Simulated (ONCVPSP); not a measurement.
# Before and after: ONCV potential for Cu

copper, optimised norm-conserving Vanderbilt (ONCV), made with ONCVPSP 4.0.1 (LDA (Perdew-Wang 92), scalar-relativistic). Core [Ne], reference 3s2 3p6 3d9 4s2. Waves: 3s+4s: rc 0.95 bohr, ncon 3, nbas 7, qcut 16.3 1/bohr, 3 projectors, debl 3.3 Ha; 3p: rc 0.70 bohr, ncon 3, nbas 6, qcut 13.1 1/bohr, 3 projectors, debl 1.6 Ha; 3d: rc 1.10 bohr, ncon 4, nbas 8, qcut 15.6 1/bohr, 2 projectors, debl 4 Ha. Local part: polynomial inside 0.65 bohr (lpopt 2, dvloc0 0 Ha). Core correction: polynomial model core, fcfact 0.5.

In the p channel the program set the typed energies aside and used -2.836, 0.250, 1.850 Ha.

Change: functional PBE. In the p channel the program set the typed energies aside and used -2.841, 0.250, 1.850 Ha.

Cutoffs: the cutoffs (Ha) at which the residual kinetic energy of the hardest occupied pseudo-wave falls to 1 and 0.1 mHa per electron; they do not see the model core or the augmentation charge, which bear on the density cutoff. Errors are all-electron minus pseudo energies relative to the spin-unpolarised reference configuration.

**Question.** What does the change do?

**Answer.** The potential gets neither clearly harder nor softer (88 Ha and 192 Ha → 88 Ha and 195 Ha); both files keep a bound ghost (p); of the 4 tests that both files solve, the error grows in 0 and shrinks in 3 by more than 15 % and 0.3 meV (median size 6.4 → 5.1 meV).

```tsv
quantity	base	changed
cutoff, loose	88 Ha	88 Ha
cutoff, tight	192 Ha	195 Ha
loose cutoff by channel	s 83 Ha, p 73 Ha, d 88 Ha	s 83 Ha, p 73 Ha, d 88 Ha
bound ghosts	p	p
GHOST(+) flags under 300 eV	none	none
error for 3s2 3p6 3d10 4s1, meV [ΔE -2.01 → -1.97 eV]	+3.0	+1.9
error for 3s2 3p6 3d10 4s0, meV [ΔE 6.42 → 6.18 eV]	+9.7	+8.3
error for 3s2 3p6 3d9 4s0, meV [ΔE 28.11 → 27.51 eV]	+1.8	+1.2
error for 3s2 3p5 3d10 4s1, meV [ΔE 77.46 → 77.56 eV]	+34	+21
s: phases at 0.96 bohr within 0.05 rad from the reference energy up to (Ha; the scan ends near 5)	to the end of the scan	to the end of the scan
p: phases at 0.71 bohr within 0.05 rad from the reference energy up to (Ha; the scan ends near 5)	to the end of the scan	to the end of the scan
d: phases at 1.12 bohr within 0.05 rad from the reference energy up to (Ha; the scan ends near 5)	to the end of the scan	to the end of the scan
rms error of d²Exc/dni dnj with the model core, mHa	1.12	1.35
```

 A true bound ghost makes a file unfit for plane-wave use even where its test errors are small: the radial tests pick states by their node count and pass the ghost by.
